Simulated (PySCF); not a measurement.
PySCF job for C2F3, SMILES FC(F)=[C]F (connectivity only; charge and spin as stated), charge +1, multiplicity 1, KT2/pcSseg-2. Geometry optimised at B3LYP-D3(BJ)/def2-SVP. The spin state was assumed, not searched. The isomer is the one that the SMILES or the coordinates give; other isomers of the formula were not compared.

```python
import numpy as np
from pyscf import gto, scf, dft
from pyscf.prop.nmr import rks as nmr

mol = gto.M(
    atom='''
    F    -1.94823461    0.18080990    0.00000000
    C    -0.88242315   -0.42958740   -0.00000000
    C     0.46034996    0.04162644    0.00000001
    F     1.11480837    0.03891537    1.07986054
    F     1.11480837    0.03891537   -1.07986054
    ''',
    basis='pcSseg-2',
    charge=1,
    spin=0,
    max_memory=1600,
    verbose=3,
)
mf = dft.RKS(mol, xc='kt2').density_fit(auxbasis='def2-universal-jkfit')
mf.grids.level = 3
mf.conv_tol = 1e-10
mf.max_cycle = 100
mf.kernel()
n = nmr.NMR(mf)
n.verbose = 2
n.max_cycle_cphf = 60
sigma = n.kernel()
print('atom   isotropic/ppm   span/ppm')
for i, s in enumerate(sigma):
    w = np.linalg.eigvalsh((s + s.T) / 2)
    print(f'{mol.atom_symbol(i):2s}{i + 1:3d} {w.mean():14.3f} {w[2] - w[0]:11.3f}')
```

It prints:

```
converged SCF energy = -380.586844823234
atom   isotropic/ppm   span/ppm
F   1       -407.206    1780.032
C   2       -345.510    1057.799
C   3         -4.501     155.780
F   4        151.627     445.679
F   5        151.627     445.679
```

The calculation finished and met its thresholds.
